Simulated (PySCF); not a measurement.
Electron correlation in Pt (platinum, neutral)

[Xe] 4f14 5d8 6s2, high-spin 3F determinant (an excited configuration). All numbers are calculated (PySCF 2.14, scalar relativity through the core potential, in aug-cc-pwCVDZ-PP with ECP60MDF (6s6p5d3f, 70 functions)). Frozen: 5s2 5p6; 10 electrons correlated.

```csv
level,correlation energy (mhartree)
CCSD,-275.35
(T),-9.07
CCSD(T),-284.42
```

Diagnostics: T1 = 0.018, D1 = 0.0640, largest double amplitude 0.042.

Is a single reference adequate?

Yes, within this model without spin-orbit coupling: T1 lies below 0.03 and no double amplitude reaches 0.07.
